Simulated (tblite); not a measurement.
`O=C(O)/C=C/CN([SiH3])[SiH3]`. Computed geometry: GFN2-xTB, gas phase.

```
atom  x, y, z in Å
O1     3.1271    0.1453   -1.6325
C2     3.0490   -0.2510   -0.4960
O3     4.0604   -0.9003    0.1068
C4     1.8883   -0.1024    0.3921
C5     0.7921    0.5388   -0.0051
C6    -0.4483    0.7053    0.8036
N7    -1.6039    0.1744    0.1037
Si8   -2.4278    1.2538   -0.9823
Si9   -1.7399   -1.5601    0.0890
H10    4.8118   -0.9822   -0.5008
H11    1.9886   -0.5365    1.3752
H12    0.7583    0.9413   -1.0092
H13   -0.6053    1.7729    0.9953
H14   -0.3374    0.1974    1.7666
H15   -1.6627    1.5200   -2.2066
H16   -3.7002    0.6191   -1.2997
H17   -2.6021    2.5044   -0.2365
H18   -0.7364   -2.1873   -0.7787
H19   -1.5260   -1.9878    1.4750
H20   -3.0907   -1.8545   -0.3726
```

Task: Give the dihedral angles C6–N7–Si8–H16, O1–C2–C4–H11, C4–C5–C6–H13, C4–C5–C6–N7.

Result: C6–N7–Si8–H16 -167° (antiperiplanar); O1–C2–C4–H11 179° (antiperiplanar); C4–C5–C6–H13 117° (anticlinal); C4–C5–C6–N7 -123° (anticlinal). Dihedral signs follow IUPAC: positive where, seen along the central bond, the front bond turns clockwise onto the rear one.

Task: What is the longest distance between nuclei?

Result: H10···H16, 8.70 Å; the next longest distance is 8.20 Å.

Task: How far apart are these pairs, which share no bond: O1···H20, O3···H20, Si8···H10, Si8···H19, H11···H15, H11···H20?

Result: O1···H20 6.652 Å (7 bonds apart); O3···H20 7.230 Å (7 bonds apart); Si8···H10 7.592 Å (7 bonds apart); Si8···H19 4.166 Å (3 bonds apart); H11···H15 5.513 Å (6 bonds apart); H11···H20 5.531 Å (6 bonds apart).

Task: Where is the centre of mass (commonest isotopes), and what is the radius of gyration?

Result: Mass 161.033 u; centre at (0.202, -0.047, -0.251) Å; Rg = √(Σ m r²/M) = 2.707 Å. As Ia + Ib + Ic = 2 Σ m r², the three principal moments sum to 2359.5 u·Å².

Task: What are the angles C2–C4–H11, N7–C6–H13, C6–N7–Si8, C6–N7–Si9, N7–Si8–H16, H15–Si8–H16?

Result: From the scalar product of the two bond vectors; for C2–C4–H11 it is -0.6922 Å² over 1.4690 × 1.0793 Å², cos θ = -0.4365. C2–C4–H11 115.9°; N7–C6–H13 109.1°; C6–N7–Si8 116.8°; C6–N7–Si9 115.5°; N7–Si8–H16 106.2°; H15–Si8–H16 110.6°.

Task: How far are the heavy atoms from their best plane (unweighted least squares)?

Result: 0.610 Å rms; O1 0.84, C2 0.15, O3 0.08, C4 0.53, C5 0.45, C6 1.07, N7 0.07, Si8 0.29, Si9 0.94 Å (magnitudes).

Task: Write the matrix of distances between heavy atoms (Å, lower triangle).

Result: 
```
O1    0.000
C2    1.206  0.000
O3    2.234  1.345  0.000
C4    2.386  1.469  2.332  0.000
C5    2.873  2.441  3.573  1.331  0.000
C6    4.363  3.852  4.837  2.506  1.490  0.000
N7    5.040  4.711  5.765  3.515  2.426  1.452  0.000
Si8   5.702  5.701  6.923  4.728  3.440  2.722  1.739  0.000
Si9   5.437  4.999  5.838  3.922  3.290  2.704  1.740  3.089  0.000
```

Its GFN2-xTB frequencies are all real (lowest 22 cm⁻¹). The numbers are those of one conformer.
